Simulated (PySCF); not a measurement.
## UHF on Yb²⁺ (ytterbium, charge +2)

Configuration: [Xe] 4f13 5d1, one real determinant (an excited configuration). Computed with PySCF 2.14 in ANO-RCC-VTZP, with the spin-free X2C one-electron Hamiltonian (Gaussian nucleus).

| Property | Result |
| --- | --- |
| Total energy | -14053.390917 hartree |
| One-electron energy | -19254.6551 hartree |
| Hartree (Coulomb) energy | 5493.6774 hartree |
| Exchange energy | -292.4132 hartree |
| ⟨S²⟩ | 2.0021 |
| ⟨L²⟩ | 18.028 |
| Sum of ⟨r⟩ | 36.75 bohr |
| Sum of ⟨r²⟩ | 40.56 bohr² |
| Traceless quadrupole moment −½Σ⟨3z² − r²⟩ along its main axis | -2.02 e·bohr² |
| Langevin diamagnetic susceptibility | -32.1 ×10⁻⁶ cm³/mol |

| shell | electrons | mean orbital energy (hartree) | spread (hartree) | rms radius, mean of both spins (bohr) |
| --- | --- | --- | --- | --- |
| 1s β | 1 | -2265.73390 | 0 | 0.0223 |
| 1s α | 1 | -2265.73383 | 0 | 0.0223 |
| 2s α | 1 | -389.42354 | 0 | 0.0901 |
| 2s β | 1 | -389.42010 | 0 | 0.0901 |
| 2p α | 3 | -343.98667 | 0.01205 | 0.0815 |
| 2p β | 3 | -343.98335 | 0.00845 | 0.0815 |
| 3s α | 1 | -90.54323 | 0 | 0.231 |
| 3s β | 1 | -90.51132 | 0 | 0.231 |
| 3p α | 3 | -76.52818 | 0.06361 | 0.232 |
| 3p β | 3 | -76.49195 | 0.02928 | 0.232 |
| 3d α | 5 | -58.99626 | 0.06670 | 0.212 |
| 3d β | 5 | -58.95597 | 0.03125 | 0.212 |
| 4s α | 1 | -19.56087 | 0 | 0.519 |
| 4s β | 1 | -19.48234 | 0 | 0.519 |
| 4p α | 3 | -14.85077 | 0.09934 | 0.552 |
| 4p β | 3 | -14.76489 | 0.01600 | 0.552 |
| 4d α | 5 | -8.45524 | 0.12235 | 0.604 |
| 4d β | 5 | -8.34395 | 0.11385 | 0.604 |
| 5s α | 1 | -3.18351 | 0 | 1.29 |
| 5s β | 1 | -3.12942 | 0 | 1.29 |
| 5p α | 3 | -1.97509 | 0.06650 | 1.52 |
| 5p β | 3 | -1.90933 | 0.01756 | 1.52 |
| 4f α | 7 | -1.37021 | 0.11347 | 0.822 |
| 4f β | 6 | -1.31401 | 0.07137 | 0.822 |
| 5d α | 1 | -0.70144 | 0 | 2.78 |

⟨L²⟩ = 18.03 against 30 for a pure H term, so this real determinant mixes terms. Spin-orbit coupling, absent here, splits the open shell strongly.

Densities and radii are taken from the X2C orbitals without a picture-change correction, which distorts them close to the nucleus.

Spin-orbit constants ζ (cm⁻¹) from the X2C one-electron operator on these orbitals: bare nucleus, nucleus screened by l(l+1)(2l+1)/3 electrons, and screened by the Breit-Pauli mean field of the electrons.

```csv
shell,bare,screened nucleus,mean field
2p,5371000,5217000,n/a
3p,1152000,1119000,n/a
3d,179600,153900,n/a
4p,256200,248900,n/a
4d,34090,29220,n/a
4f,5331,3199,n/a
5p,31150,30260,n/a
5d,1615,1384,n/a
```

To first order the Landé constant is A = -682.7 cm⁻¹, so the lowest level has J = 6 and lies 0.423 eV below the centre of the term. This holds in LS coupling only.
